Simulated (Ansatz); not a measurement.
Molecule: C2H7BN (charge 0, doublet). It need not be the lowest isomer of its formula. 
Geometry from a B3LYP-D3(BJ)/def2-TZVP (Ansatz, a program for electronic structure) optimisation:
```
C
H 1 1.0972
H 1 1.1012 2 105.61
C 1 1.5358 2 108.93 3 117.72
H 4 1.0911 1 110.89 2 62.05
H 4 1.0918 5 107.35 1 -121.67
H 4 1.0919 5 108.10 6 -115.89
B 1 1.5635 2 107.09 3 -117.14
N 8 1.3806 1 127.56 2 102.08
H 9 1.0064 8 123.64 1 -178.49
H 9 1.0146 10 113.09 8 -179.87
```
Charge 0, spin multiplicity 2.

Quantity: atomisation energy (electronic, to ground-state atoms); the coupled-cluster value holds the core correlation from cc-pwCVTZ, in kcal/mol. Valence correlation only, unless marked. Open shells are spin-unrestricted. No spin-orbit coupling. No relativistic terms. Basis-set limits of correlation are two-point, X^-3; Hartree-Fock from the larger set.

Level to compare with: CCSD(T)/CBS(cc-pVTZ,cc-pVQZ) plus the core term (Ansatz), 988.8 kcal/mol. It is a level with limits of its own, and the differences hold the functionals' basis error too.

Q: Rank these functionals by how close they come to CCSD(T)/CBS(cc-pVTZ,cc-pVQZ), closest first: r2SCAN0/def2-TZVPD (Ansatz); B3LYP/def2-TZVPD (Ansatz); PBE0/def2-TZVPD (Ansatz).

A: B3LYP/def2-TZVPD (global hybrid, 987.9 kcal/mol, difference -0.9), PBE0/def2-TZVPD (global hybrid, 993.9 kcal/mol, difference 5.1), r2SCAN0/def2-TZVPD (hybrid meta-GGA, 981.7 kcal/mol, difference -7.1)
